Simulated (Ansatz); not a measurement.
Basis-set extrapolation for C₄H₃F₃ (`FC1=C(F)C(F)C1`) (PBE0-D4/def2-TZVP geometry, frozen core, the Gaussian-basis code of Ansatz). Multiplicity 1, RHF reference.

```csv
,def2-TZVPP,def2-QZVPP
HF,-451.646233,-451.665842
MP2 correlation,-1.370022,-1.483199
CCSD(T) correlation,-1.443465,not run
```

Energies in hartree. Use E(X) = E(∞) + A·exp(−7.88·√X) for Hartree–Fock and E(X) = E(∞) + B·X^(−2.97) for correlation, with X = 3 and 4, and add CCSD(T) minus MP2 of the smaller set to the MP2 limit.

Problem. What is the CCSD(T) energy at the basis-set limit?

Solution. HF limit: -451.665842 + (-0.019609) × 0.13774 = -451.66854. MP2 limit: -1.483199 + (-0.113177) × 0.74074 = -1.56703. Higher-order term: -1.443465 − (-1.370022) = -0.07344. Total: -453.30901 hartree, 575.8 kJ/mol below CCSD(T)/def2-TZVPP.
